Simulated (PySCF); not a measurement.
**Br: electron affinity**

Br⁻ [Kr] (1S) → Br [Ar] 3d10 4s2 4p5 (2P), as a difference of total energies. Calculation: PySCF 2.14, in x2c-QZVPPall with one added diffuse shell each of s, p, d, f type (12s9p6d5f1g, 113 functions); the spin-free X2C one-electron Hamiltonian (Gaussian nucleus). Correlated levels: valence: [Ar] 3d10 frozen; valence and next inner shell: [Ne] frozen. The calculations carry no spin-orbit coupling.

```csv
method,electron affinity (eV),plus first-order spin-orbit estimate,error of that sum (eV)
UHF,2.337,2.187,-1.177
LDA,3.729,3.579,+0.215
PBE,3.450,3.300,-0.064
PBE0,3.401,3.251,-0.113
r2SCAN,3.459,3.308,-0.056
B2PLYP,3.418,3.268,-0.096
CAM-B3LYP,3.464,3.314,-0.050
r2SCANh,3.440,3.290,-0.074
MP2 (valence),3.466,3.316,-0.048
SCS-MP2 (valence),3.394,3.244,-0.120
MP2 (valence and next inner shell),3.515,3.364,0.000
SCS-MP2 (valence and next inner shell),3.425,3.275,-0.089
```

Reference: 3.364 eV (measured; photodetachment measurements, as compiled on the Wikipedia data page of electron affinities).

A first-order spin-orbit estimate (lowest level to lowest level, LS coupling) adds -0.150 eV.

Errors of the correlated levels include the incompleteness of this basis and the frozen core.

In the anion the highest occupied orbital energy is positive at PBE, a self-interaction effect; the basis confines that electron, and the energy difference can still be sensible.
